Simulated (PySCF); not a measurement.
**Field gradients at the hydrogen positions**

C6H9FO.
Z-matrix (Å and degrees, GFN2-xTB geometry), rows numbered from 1:
```
C 
O   1  1.4160
C   2  1.3701  1  114.65
F   3  1.3931  2  109.62  1    66.82
C   3  1.5199  2  109.82  1  -173.60
C   5  1.5078  3  115.65  2   170.45
C   6  1.3290  5   94.06  3  -115.49
C   7  1.5039  6   94.46  5    -0.17
H   1  1.0871  2  106.07  3   178.02
H   1  1.0958  2  110.72  3    58.81
H   1  1.0933  2  111.05  3   -62.70
H   3  1.1071  2  112.36  1   -48.75
H   5  1.0904  3  108.51  2   -57.42
H   6  1.0735  5  130.71  3    64.15
H   7  1.0745  6  134.37  5  -179.31
H   8  1.0883  5  114.52  3    -0.30
H   8  1.0879  5  114.52  3  -127.58
```

Level: PBE0/pcSseg-1 (PySCF, non-relativistic); Q(2H) = 0.00286 b; rigid geometry, the same for H and D, with no vibrational averaging.

Task: Rank these positions by the coupling χzz of a deuteron there, largest first.
A. H15 (vinylic hydrogen)
B. H13 (methine hydrogen)
C. H16 (methylene hydrogen)
D. H12 (methine hydrogen)
E. H10 (methyl hydrogen)

Result: A (231 kHz), C (211 kHz), B (206 kHz), E (196 kHz), D (175 kHz).

Task: Give the electric field gradient Vzz (the principal value of largest size), its asymmetry and the 2H coupling at each hydrogen.

Result: 
```
atom  bonded to  bond length (Å)  Vzz (au)     η  χzz (kHz)
  H9         C1            1.087    0.3079  0.07        207
 H10         C1            1.096    0.2914  0.09        196
 H11         C1            1.093    0.2929  0.07        197
 H12         C3            1.107    0.2611  0.02        175
 H13         C5            1.090    0.3062  0.03        206
 H14         C6            1.073    0.3450  0.03        232
 H15         C7            1.074    0.3436  0.03        231
 H16         C8            1.088    0.3137  0.02        211
 H17         C8            1.088    0.3148  0.01        212
```

Task: How does χzz go with the bond length over the 9 C–H bonds?

Result: A straight-line fit has a slope of -16.8 kHz for each 0.01 Å, with a correlation coefficient of -0.99, over lengths from 1.073 to 1.107 Å. The longer bonds have the smaller couplings here.

Task: Give the 2H NMR doublet splittings at H12 for a magnetic field along the z, y and x axes of the gradient: 3χ/2, 3χ(1 + η)/4, 3χ(1 − η)/4.

Result: With |χ| = 175.5 kHz and η = 0.022: 263, 135 and 129 kHz, to first order and without motion.

Isolated species at its GFN2-xTB geometry (one conformer only). GFN2-xTB bond lengths can be off by several hundredths of an ångström, more for odd bonds, and the gradients follow them. The small basis limits the accuracy of the gradients.

The run behind these numbers computed NMR shieldings as well. The run took 45 s wall on one thread of an Arm Neoverse N1, no GPU, shared host.
